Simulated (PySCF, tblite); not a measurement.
Isomers of C6H11ClSi, one GFN2-xTB conformer each. Single-point energies are computed at PBE0/pcSseg-1 (PySCF, gas phase, no added dispersion term), electronic only.

```
                   SMILES  GFN2-xTB relative energy (kJ/mol)
      Cl[SiH2]/C=C/CC1CC1                               64.4
    C=C=C(C)[Si@@H](Cl)CC                              125.6
      C=C(C)[Si]1(Cl)CCC1                              102.6
C=C1C[C@@H](C)C[Si@@H]1Cl                                0.0
```

Conformers: `[Cl:1][SiH2:2]/[CH:3]=[CH:4]/[CH2:5][CH:6]1[CH2:7][CH2:8]1` with Cl1–Si2–C3–C4 -1°, C3–C4–C5–C6 122°, C4–C5–C6–C7 82°; `[CH2:1]=[C:2]=[C:3]([CH3:4])[Si@@H:5]([Cl:6])[CH2:7][CH3:8]` with C2–C3–Si5–Cl6 -119°, C3–Si5–C7–C8 66°; `[CH2:1]=[C:2]([CH3:3])[Si:4]1([Cl:5])[CH2:6][CH2:7][CH2:8]1` with C1–C2–Si4–Cl5 165°, C2–Si4–C6–C7 -107°, Si4–C6–C7–C8 -9°, C6–C7–C8–Si4 9°, C2–Si4–C8–C7 108°; `[CH2:1]=[C:2]1[CH2:3][C@@H:4]([CH3:5])[CH2:6][Si@@H:7]1[Cl:8]` with C1–C2–C3–C4 -146°, C2–C3–C4–C5 -170°, C3–C4–C6–Si7 39°, C4–C6–Si7–Cl8 98°.

Problem. What does PBE0/pcSseg-1 give for the same structures?

Solution. 
```
                   SMILES  PBE0/pcSseg-1 E (Eh)  PBE0/pcSseg-1 (kJ/mol)  GFN2-xTB (kJ/mol)  point group
C=C1C[C@@H](C)C[Si@@H]1Cl            -984.37488                     0.0                0.0           C1
      C=C(C)[Si]1(Cl)CCC1            -984.35631                    48.7              102.6           C1
    C=C=C(C)[Si@@H](Cl)CC            -984.33826                    96.1              125.6           C1
      Cl[SiH2]/C=C/CC1CC1            -984.33077                   115.8               64.4           C1
```

Both levels put the same isomer lowest; measured from each level's own lowest isomer, the values differ by up to 53.9 kJ/mol (C=C(C)[Si]1(Cl)CCC1: 102.6 against 48.7). As drawn, the highest has a three-membered ring, which the lowest lacks.

Problem. Which frontier levels, dipoles and rotational constants go with these structures?

Solution. 
| SMILES | HOMO (eV, PBE0/pcSseg-1) | LUMO (eV) | dipole (D) | A, B, C (MHz) |
| --- | --- | --- | --- | --- |
| C=C1C[C@@H](C)C[Si@@H]1Cl | -7.61 | -0.58 | 1.88 | 2080, 1031, 780.6 |
| C=C(C)[Si]1(Cl)CCC1 | -7.44 | -0.53 | 1.57 | 1617, 1314, 851.3 |
| C=C=C(C)[Si@@H](Cl)CC | -7.50 | -0.23 | 1.86 | 1488, 1120, 742.6 |
| Cl[SiH2]/C=C/CC1CC1 | -7.67 | -0.28 | 1.99 | 3166, 520.4, 463.0 |

Problem. What happens when harmonic zero-point energies from GFN2-xTB frequencies are added?

Solution. 
```csv
SMILES,ZPE (kJ/mol),electronic (kJ/mol),with ZPE (kJ/mol)
C=C1C[C@@H](C)C[Si@@H]1Cl,401.0,0.0,0.0
C=C(C)[Si]1(Cl)CCC1,403.0,48.7,50.7
C=C=C(C)[Si@@H](Cl)CC,389.3,96.1,84.4
Cl[SiH2]/C=C/CC1CC1,391.0,115.8,105.8
```

The zero-point energies span 13.7 kJ/mol. The order is unchanged.
